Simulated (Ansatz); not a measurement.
Ansatz (a program for electronic structure) input (HF/6-31G* with LANL2DZ past Ar): The .json file joins the Basis Set Exchange's 6-31G* for atoms up to Ar and LANL2DZ past it.

Ansatz 0.2 input:
```yaml
crystal:
  periodic: [false, false, false]
  atoms:
    - {symbol: Zn, position_ang: [-0.00000000, -0.00000000, -0.72285354]}
    - {symbol: S, position_ang: [0.00000000, 0.00000000, 1.35535039]}
basis:
  gaussian:
    orbitals: 6-31Gs+LANL2DZ.json
hamiltonian:
  xc: {name: HF}
relax: {f_tol: 0.003, max_steps: 120}
```

Task: Predict the final energy.

Result: -460.98050 Eh.
